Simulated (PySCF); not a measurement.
Molfile (atoms numbered from 1):
```
C8H7Br
     RDKit          3D

 16 20  0  0  0  0  0  0  0  0999 V2000
    0.4352   -1.5525   -0.9299 Br  0  0  0  0  0  0  0  0  0  0  0  0
    0.5819    0.0441    0.1068 C   0  0  2  0  0  0  0  0  0  0  0  0
   -0.5781    0.6595    0.9355 C   0  0  1  0  0  0  0  0  0  0  0  0
    0.4144    0.8708    2.1198 C   0  0  2  0  0  0  0  0  0  0  0  0
    0.7825    2.2780    1.5585 C   0  0  2  0  0  0  0  0  0  0  0  0
   -0.2032    2.0637    0.3696 C   0  0  1  0  0  0  0  0  0  0  0  0
    0.9504    1.4370   -0.4724 C   0  0  1  0  0  0  0  0  0  0  0  0
    1.9340    1.6439    0.7202 C   0  0  2  0  0  0  0  0  0  0  0  0
    1.5716    0.2372    1.2879 C   0  0  2  0  0  0  0  0  0  0  0  0
   -1.5885    0.2409    1.0071 H   0  0  0  0  0  0  0  0  0  0  0  0
    0.1969    0.6394    3.1700 H   0  0  0  0  0  0  0  0  0  0  0  0
    0.8648    3.1951    2.1546 H   0  0  0  0  0  0  0  0  0  0  0  0
   -0.9232    2.8024   -0.0038 H   0  0  0  0  0  0  0  0  0  0  0  0
    1.1637    1.6413   -1.5279 H   0  0  0  0  0  0  0  0  0  0  0  0
    2.9526    2.0418    0.6314 H   0  0  0  0  0  0  0  0  0  0  0  0
    2.2822   -0.5187    1.6414 H   0  0  0  0  0  0  0  0  0  0  0  0
  2  1  1  6
  2  3  1  0
  3  4  1  0
  4  5  1  0
  5  6  1  0
  6  7  1  0
  7  8  1  0
  8  9  1  0
  7  2  1  0
  9  2  1  0
  6  3  1  0
  9  4  1  0
  8  5  1  0
  3 10  1  1
  4 11  1  1
  5 12  1  1
  6 13  1  6
  7 14  1  6
  8 15  1  6
  9 16  1  1
M  END
```

Geometry: PBE0-D3(BJ)/def2-SVP; GIAO shifts from PySCF 2.14, gas phase, non-relativistic, averaged over equivalent atoms.

At HF/pcSseg-1 (212 basis functions, 19 s wall time on 1 thread of an x86-64 server CPU, shared host):
```csv
atoms,δ (ppm)
Br1,284.6
C2,63.8
C3/C7/C9,51.7
C5,42.5
C4/C6/C8,40.0
H12,3.72
H10/H14/H16,3.69
H11/H13/H15,3.68
```

Chemical shifts δ = σref − σ; HBr for $^{79}$Br (σ = 2633.01 ppm); TMS for $^{13}$C (σ = 190.85 ppm) and $^{1}$H (σ = 31.69 ppm), all at this level.

Predict the values at PBE0/pcSseg-1 on the same geometry.

Results:


| atoms | δ at PBE0/pcSseg-1 | change |
| --- | --- | --- |
| Br1 | 471.1 | +186.5 |
| C2 | 75.2 | +11.4 |
| C3/C7/C9 | 58.4 | +6.7 |
| C5 | 48.2 | +5.7 |
| C4/C6/C8 | 45.8 | +5.8 |
| H12 | 3.92 | +0.20 |
| H10/H14/H16 | 3.93 | +0.24 |
| H11/H13/H15 | 3.93 | +0.25 |

Referencing at the same level of theory: $^{79}$Br (σref 2584.45) vs HBr; $^{13}$C (σref 184.41) and $^{1}$H (σref 31.27) vs TMS.

The largest change is at Br1 (bromine bonded to C). Cost: 212 basis functions, 37 s wall time on 1 thread of an x86-64 server CPU, shared host. The order of the carbon signals is the same at both levels.

The calculation has no spin–orbit term, so carbons bonded to Br come out too deshielded (the heavy-atom effect is absent).
